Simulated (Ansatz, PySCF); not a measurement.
Process, species as SMILES: O[B]O → [O]BO
Each molecule is optimised on its own at B3LYP-D3(BJ)/def2-TZVP (Ansatz, a program for electronic structure), one conformer each, not searched for the lowest. Frequencies are from Ansatz or PySCF.

Property: isomerisation energy (enthalpy at 298 K, with B3LYP-D3(BJ) rigid-rotor harmonic-oscillator terms), in kcal/mol. Cores are frozen in the correlated levels unless marked. UHF or UKS for open shells. Spin-orbit coupling is left out. No relativistic terms. Basis-set limits of correlation are two-point, X^-3; Hartree-Fock from the larger set. The bracket is a focal-point correction in the basis named.

```tsv
level	program	isomerisation energy (kcal/mol)
PBE/def2-TZVPD	Ansatz	2.7
revPBE/def2-TZVPD	Ansatz	1.5
B97M-V/def2-TZVPD	Ansatz	(withheld)
PBE0/STO-3G	Ansatz	-32.5
r2SCANh-D4/def2-TZVPD	Ansatz + dftd4	(withheld)
CCSD/6-31G*	Ansatz	(withheld)
RI-MP2/CBS(aug-cc-pVTZ,aug-cc-pVQZ)+[CCSD(T)-MP2]/aug-cc-pVTZ	Ansatz	3.8
```

Fill in the missing entries.


- B97M-V/def2-TZVPD, isomerisation energy (kcal/mol): -1.4
- r2SCANh-D4/def2-TZVPD, isomerisation energy (kcal/mol): 1.9
- CCSD/6-31G*, isomerisation energy (kcal/mol): -5.8
